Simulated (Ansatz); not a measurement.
C2H8N2Si can be A, `C/N=C/N[SiH3]`, or B, `C1NC[SiH2]N1`.

Calculated with Ansatz (gas phase, PBE0-D4/def2-TZVP geometries, no zero-point term in ΔE). CBS: MP2 limit from def2 TZ/QZ plus the TZ coupled-cluster correction, frozen cores. DFT in def2-TZVPP. B3LYP here is the variant with VWN-RPA as its local correlation; programs differ in this. One conformer a species, not always the lowest.

Which isomer does CCSD(T)/CBS put lower? Give the gap. (Best estimate.)

The calculation gave: A, by 0.2 kcal/mol. So small a gap doesn't settle the order.

Give E(B) − E(A) in kcal/mol with r2SCAN-D4, PBE0-D4, CCSD(T)/def2-TZVPP, HF/def2-TZVPP, CCSD/def2-TZVPP, B3LYP, PBE-D4. (Best estimate.)

The calculation gave: r2SCAN-D4 2.6, PBE0-D4 -1.0, CCSD(T)/def2-TZVPP 1.5, HF/def2-TZVPP 5.2, CCSD/def2-TZVPP 0.8, B3LYP 6.0, PBE-D4 2.5. The order is the other way round with PBE0-D4.

Largest T1 diagnostic: 0.013.

From PBE to PBE0 (25 % exact exchange), in def2-TZVPP and without D4, E(B) − E(A) moves by −3.6 kcal/mol. In def2-TZVPP, CCSD(T) changes the Hartree–Fock value by −3.8 kcal/mol (the triples alone add +0.7 kcal/mol) and MP2 by −4.9 kcal/mol.
